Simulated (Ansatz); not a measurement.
Species: AsH, charge 0, triplet. AsH (SMILES [AsH], triplet).
B3LYP-D3(BJ)/def2-TZVP minimum from Ansatz (a quantum-chemistry and plane-wave program):
```
As
H 1 1.5355
```
Charge 0, spin multiplicity 3.

Total energies in cc-pVTZ, 6 correlated electrons, 14 frozen orbitals. Open shells are spin-unrestricted; no spin-orbit coupling. Correlated methods leave the cores frozen (noble-gas shells, and filled d and f shells in the p block). No relativity.

```
method    program  energy (Eh)  minus CCSDTQ (mEh)
--------  -------  -----------  ------------------
HF         Ansatz  -2234.80688              121.16
MP2        Ansatz  -2234.90277               25.26
CCSD       Ansatz  -2234.92355                4.48
CCSD(T)    Ansatz  -2234.92722                0.81
CCSDT(Q)   Ansatz  -2234.92802                0.01
CCSDTQ     Ansatz  -2234.92803                0.00
```

Rough core times of Ansatz's runs on a shared machine: CCSD(T) under 20 s, CCSDT(Q) under 20 s, CCSDTQ 3 min.
